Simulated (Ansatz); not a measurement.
B2H5NSi, SMILES `BN1B[SiH2]1`, relaxed with RKS PBE0-D4/def2-TZVP in Ansatz 0.2.0 from a PBE-D4/def2-SVP geometry. The force threshold is 0.005 eV/Å; the program also tests the step.

The species carries charge 0 and has multiplicity 1.

Start:

```xyz
9

B     0.233    1.570   -0.417
N    -0.105    0.235   -0.018
B    -1.133   -0.440    0.671
Si    0.374   -1.533    0.085
H     1.329    1.803   -0.893
H    -0.598    2.450   -0.268
H    -2.169   -0.118    1.203
H     0.461   -2.179   -1.266
H     1.608   -1.787    0.902
```

By how much does the energy fall, and how many steps does the optimiser take? (Estimate.)

The calculation gave: 5.13 kJ/mol, in 10 steps, 2 of them rejected.

Which bonds change most? (Best estimate.)

Ansatz gave: N2–Si4 from 1.834 to 1.781 Å; B3–Si4 from 1.951 to 1.927 Å; B1–H6 from 1.219 to 1.198 Å; B3–H7 from 1.208 to 1.187 Å.

Give the relaxed structure. (Estimate.)

Computed: 
```xyz
9

B     0.230    1.551   -0.406
N    -0.080    0.223   -0.001
B    -1.126   -0.442    0.661
Si    0.380   -1.496    0.082
H     1.259    1.776   -0.975
H    -0.555    2.424   -0.165
H    -2.161   -0.101    1.131
H     0.474   -2.167   -1.237
H     1.579   -1.769    0.910
```
